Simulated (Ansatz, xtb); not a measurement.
# Two structures of CH3BeFO

Structure X is a singlet given by its coordinates and structure Y is a singlet given by its coordinates. Both are isolated molecules in the gas phase, relaxed with B3LYP/6-31G*.

X (Å):

```yaml
atoms:
  - { symbol: C, position_ang: [-1.2031, 1.2894, 0.9767] }
  - { symbol: Be, position_ang: [-1.7822, -0.2865, 1.0241] }
  - { symbol: F, position_ang: [-2.3264, -1.5342, 1.3376] }
  - { symbol: O, position_ang: [-1.6963, 0.6535, -0.3607] }
  - { symbol: H, position_ang: [-0.1809, 1.6182, 0.7918] }
  - { symbol: H, position_ang: [-1.8379, 2.1472, 1.2108] }
  - { symbol: H, position_ang: [-2.4746, 1.1084, -0.7216] }
```

Close contacts (Å): C1–Be2 1.68, C1–O4 1.56, Be2–F3 1.40, Be2–O4 1.68, C1–H5 1.09, C1–H6 1.09, O4–H7 0.97.

Y (Å):

```xyz
7

C    -2.6658    0.8347    0.5048
Be    0.0758    0.5378    0.8074
F     1.4502    0.3886    0.9605
O    -1.2966    0.6864    0.6541
H    -3.1883    0.6108    1.4450
H    -3.0506    0.1560   -0.2687
H    -2.9181    1.8631    0.2116
```

Close contacts (Å): C1–O4 1.39, Be2–F3 1.39, Be2–O4 1.39, C1–H5 1.10, C1–H6 1.10, C1–H7 1.10.

Estimate E(Y) − E(X) at the level CCSD(T)/def2-TZVPP.

Calculated at CCSD(T)/def2-TZVPP: E(Y) − E(X) = −38.7 kcal/mol, so structure Y lies lower.

How the difference moves with the method:

```tsv
level	geometry	E(Y) − E(X) (kcal/mol)	departure from the last row (kcal/mol)	job, with rough time for the two
B3LYP/6-31G*	B3LYP/6-31G*	−44.0	−5.3	optimisation, 43 s
HF/def2-TZVPP	B3LYP/6-31G*	−44.2	−5.5	part of the CCSD(T) run
MP2/def2-TZVPP	B3LYP/6-31G*	−40.2	−1.5	part of the CCSD(T) run
CCSD(T)/def2-TZVPP	B3LYP/6-31G*	−38.7		single point, 80 s
```

The levels shown agree on the order. The largest departure from CCSD(T)/def2-TZVPP is that of HF/def2-TZVPP, 5.5 kcal/mol. Levels run at GFN2-xTB geometries aren't shown.

With harmonic frequencies from B3LYP/6-31G* (ideal gas, rigid rotor, one conformer each, 298.15 K, 1 atm): on the last row, ΔE + ΔZPE = −37.7 kcal/mol. A mode under 50 cm⁻¹ makes harmonic enthalpies and free energies unreliable, so none is given.

The correlated steps freeze 3 core orbitals; the last core shell of Be is correlated, in a basis made for valence electrons. Codes used: Ansatz 0.2.0; the last row on 1 thread of Arm Neoverse V2 on a shared host.
